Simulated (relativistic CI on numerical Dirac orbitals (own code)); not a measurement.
**d2 in a ligand field**

Computed with a parametric ligand-field model of a d^n configuration (Racah B and C, spin-orbit zeta, crystal field), exact diagonalisation.

Field parameters in Wybourne normalisation: Oh B⁴₀ = 21Dq, B⁴₄ = √(5/14) B⁴₀. The field is a parameter set, without covalency, and values of 10Dq over about 45,000 cm⁻¹ lie beyond real compounds.

B = 1010 cm⁻¹, C = 3580 cm⁻¹ (C/B = 3.54), Oh, no spin-orbit coupling. Tanabe-Sugano data, E/B above the lowest term (Δ = |10Dq|; b, c mark the second and third term of a kind):

```tsv
Δ/B	3T1	3T2	3A2	1T2	1E	1A1
1.0	0.00	0.81	1.81	12.44	12.90	20.06
3.0	0.00	2.49	5.49	12.97	13.80	21.85
5.0	0.00	4.22	9.22	13.31	14.13	23.41
7.0	0.00	6.00	13.00	13.51	14.22	24.73
9.0	0.00	7.82	16.82	13.61	14.23	25.83
11.0	0.00	9.66	20.66	13.67	14.19	26.73
13.0	0.00	11.53	24.53	13.69	14.15	27.48
15.0	0.00	13.42	28.42	13.70	14.10	28.09
17.0	0.00	15.32	32.32	13.69	14.05	28.60
19.0	0.00	17.23	36.23	13.68	14.00	29.02
21.0	0.00	19.16	40.16	13.66	13.95	29.37
23.0	0.00	21.09	44.09	13.64	13.91	29.67
25.0	0.00	23.03	48.03	13.63	13.87	29.93
27.0	0.00	24.97	51.97	13.61	13.84	30.15
29.0	0.00	26.92	55.92	13.59	13.80	30.34
31.0	0.00	28.88	59.88	13.57	13.77	30.51
33.0	0.00	30.84	63.84	13.56	13.75	30.65
35.0	0.00	32.80	67.80	13.54	13.72	30.78
37.0	0.00	34.77	71.77	13.53	13.69	30.90
39.0	0.00	36.74	75.74	13.51	13.67	31.00
41.0	0.00	38.71	79.71	13.50	13.65	31.09
43.0	0.00	40.68	83.68	13.49	13.63	31.18
45.0	0.00	42.66	87.66	13.48	13.61	31.25
47.0	0.00	44.64	91.64	13.47	13.60	31.32
```

The ground term stays 3T1.
